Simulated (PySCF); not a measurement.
Ga(H)(F)(NH2) (FGaH₃N), SMILES [NH2][GaH][F]. Atoms are numbered in the order given.

```xyz
6

Ga    -0.3365    -0.0452     0.0000
H     -1.8574    -0.2957     0.0000
F      0.7471    -1.4373     0.0000
N      0.5551     1.5194     0.0000
H      1.5598     1.5720     0.0000
H      0.1187     2.4250     0.0000
```
Charge 0, spin multiplicity 1.

The structure is a stationary point at ωB97X-D3(BJ)/def2-TZVP. One conformer was computed; it need not be the lowest.

All values below come from PBE/def2-TZVPD in PySCF.

ESP charges are fitted to the potential on shells at 1.4 to 2.0 van der Waals radii. Atomic charges (e):

| atom | meta-Löwdin | ESP fit |
|---|---|---|
| Ga1 | ___ | 0.92 |
| H2 | ___ | -0.18 |
| F3 | -0.50 | -0.43 |
| N4 | ___ | -1.13 |
| H5 | 0.24 | 0.43 |
| H6 | 0.24 | 0.39 |

What belongs in the gaps? (The exact figures need the calculation; the answer reports its results.)


- Ga1, meta-Löwdin: 0.72
- H2, meta-Löwdin: -0.06
- N4, meta-Löwdin: -0.64
